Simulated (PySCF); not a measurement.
**Induced dipoles and field energies**

Species: C4H14Si4.
Cartesian coordinates in Å at the PBE0-D3(BJ)/def2-SVP level; atoms count from 1:
```
atom  x, y, z in Å
C1    -3.860    0.110   -0.540
Si2   -1.999   -0.176   -0.469
Si3   -0.563    1.653   -0.033
Si4    0.847    0.172    1.160
C5     2.083   -0.638    0.006
C6     1.839   -0.707   -1.482
C7     2.914    0.182   -0.951
Si8   -1.058   -1.200    1.447
H9    -4.398   -0.848   -0.608
H10   -4.198    0.633    0.367
H11   -4.129    0.722   -1.414
H12   -1.523   -0.900   -1.694
H13   -1.235    2.582    0.934
H14   -0.004    2.460   -1.165
H15    1.512    0.697    2.394
H16    2.588   -1.512    0.434
H17    2.131   -1.624   -2.000
H18    0.936   -0.243   -1.890
H19    2.753    1.264   -0.984
H20    3.955   -0.117   -1.101
H21   -0.882   -2.686    1.473
H22   -1.837   -0.787    2.662
```

Level: wB97X-D/def2-SVPD (PySCF); nuclei fixed, core orbitals frozen in the response. Permanent dipole (-0.031, -0.350, -0.724) D (1 au = 2.5417 D). Static polarisability (au):

```
x   184.13   4.20   2.10
y     4.20 153.33  -8.89
z     2.10  -8.89 150.32
```

Only the terms in μ and α are kept: μ(F) = μ + αF and ΔE = −μ·F − ½ F·αF.

Question: What do fields of 0.514 V/Å (0.01 au) along the six axis directions do?

Answer: 
```tsv
field along	induced x (D)	induced y (D)	induced z (D)	total size (D)	−μ·F (kJ/mol)	−½F·αF (kJ/mol)
+x	4.680	0.107	0.053	4.704	+0.320	-24.172
−x	-4.680	-0.107	-0.053	4.797	-0.320	-24.172
+y	0.107	3.897	-0.226	3.673	+3.615	-20.128
−y	-0.107	-3.897	0.226	4.279	-3.615	-20.128
+z	0.053	-0.226	3.821	3.150	+7.479	-19.733
−z	-0.053	0.226	-3.821	4.547	-7.479	-19.733
```

Question: For the field (0.0020, -0.0010, -0.0080) au, what is the induced dipole, and what angle does it make with the field?

Answer: αF = (0.883, -0.188, -3.023) D, at 4.2° to the field. The polarisability along this direction, F·αF/F², is 149.04 au, against a mean of 162.59 au.

Question: Which field along μ doubles the dipole in that direction (linear response)?

Answer: The polarisability along the dipole is 144.27 au, so F = 0.3166 au / 144.27 au = 0.0022 au = 0.11 V/Å; higher-order terms are ignored.

Question: What field makes μF equal to kT at 100 K?

Answer: kT = 0.3167 × 10⁻³ Eh, so F = 0.001 au = 5.14 MV/cm.

Question: Induction energy −ᾱe²/2R⁴ of a unit charge at 9 Å, the molecule taken as a point?

Answer: R = 17.01 bohr, so the energy is −162.6/(2 × 17.01⁴) Eh = -2.55 kJ/mol. The charge–dipole term at its most favourable orientation, −μe/R², is -2.87 kJ/mol.

Geometry: PBE0-D3(BJ)/def2-SVP, one conformer, isolated molecule.

The run behind these numbers computed excited states and ΔSCF ions as well. The run took 15 min (grids of density and orbitals included) on an Arm Neoverse N1 with one thread, no GPU (shared host), and the process peaked at 1.4 GiB of memory.

The pairwise dispersion term of wB97X-D wasn't added to the energies; at a given geometry it leaves orbitals and properties as they are.
